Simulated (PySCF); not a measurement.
Work out the structure from these simulated measurements.

Formula: C9H11; charge +1.

* 13C NMR: chemical shifts (computed TMS as zero) by class: 264.6 (1 C), 171.2 (1 C), 152.5 (2 C), 142.7 (1 C), 141.5 (2 C), 33.5 (2 C) ppm [GIAO CAM-B3LYP/pcSseg-1]
* Polarisability: 107.4 au [CAM-B3LYP/def2-SVPD]
* UV, strongest line: among the 10 lowest singlet transitions: S2 at 4.40 eV (282 nm, f = 0.485) [TDDFT CAM-B3LYP/def2-SVPD]
* UV, first state: lowest singlet excitation: 3.53 eV (352 nm, f = 0.027) [TDDFT CAM-B3LYP/def2-SVPD]
* Triplet: lowest triplet excitation (Tamm–Dancoff): 2.58 eV [TDA CAM-B3LYP/def2-SVPD]
* Valence photoelectron: vertical ionisation energy: 13.95 eV [ΔSCF CAM-B3LYP/def2-SVPD]
* Rotational structure: rotational constants A, B, C: 3.447, 1.199, 0.900 GHz [PBE0-D3(BJ)/def2-SVP]
* 1H NMR: chemical shifts (computed TMS as zero) by class: 8.95 (1 H), 8.88 (2 H), 8.25 (2 H), 3.50 (6 H) ppm [GIAO CAM-B3LYP/pcSseg-1]

The electronic properties come from PySCF, for the isolated species, density fitting. Levels stand in brackets. Isolated species at its PBE0-D3(BJ)/def2-SVP geometry, gas phase. Each NMR value is the plain mean over a class of atoms that symmetry, rotation or inversion makes alike.

Q: What is the compound? Reason from the data.

A: Numbering: `[CH3:1][C+:2]([CH3:3])[c:4]1[cH:5][cH:6][cH:7][cH:8][cH:9]1`. 9 carbons fall into 6 classes; from least to most shielded: carbon bonded to 3 C [C2] (264.6 ppm), aromatic CH carbon [C7] (171.2 ppm), aromatic CH carbon [C5/C9] (152.5 ppm, 2 C), substituted aromatic carbon [C4] (142.7 ppm), aromatic CH carbon [C6/C8] (141.5 ppm, 2 C), methyl carbon [C1/C3] (33.5 ppm, 2 C). Hydrogen classes from least to most shielded: 1 H on the para carbon, C7 (8.95 ppm), 2 H on the ortho carbons, C5/C9 (8.88 ppm), 2 H on the meta carbons, C6/C8 (8.25 ppm), 6 H on 2 methyl carbons, C1/C3 (3.50 ppm, a mean of values up to 0.7 ppm apart in this geometry). S1 is mainly HOMO→LUMO (weight 0.98); the largest Löwdin shares of the orbital it empties are 0.21 on each of 2 atoms of one kind (aromatic CH carbon) and 0.20 on each of 2 atoms of one kind (aromatic CH carbon), of the orbital it fills 0.32 on the carbon bonded to 3 C, 0.13 on an aromatic CH carbon and 0.10 on each of 2 atoms of one kind (aromatic CH carbon). The optimised geometry has point group C2 and is an asymmetric top. Structure: `C[C+](C)c1ccccc1`. Computed isomers that give other values at the same levels: `C[CH+]c1cccc(C)c1` (lowest singlet excitation: 3.20 eV (388 nm, f = 0.031)). The assignments are read from this structure; whether some other isomer fits the data as well wasn't checked.

Shape of the structure used: `[CH3:1][C+:2]([CH3:3])[c:4]1[cH:5][cH:6][cH:7][cH:8][cH:9]1`: C1–C2–C4–C5 2°.
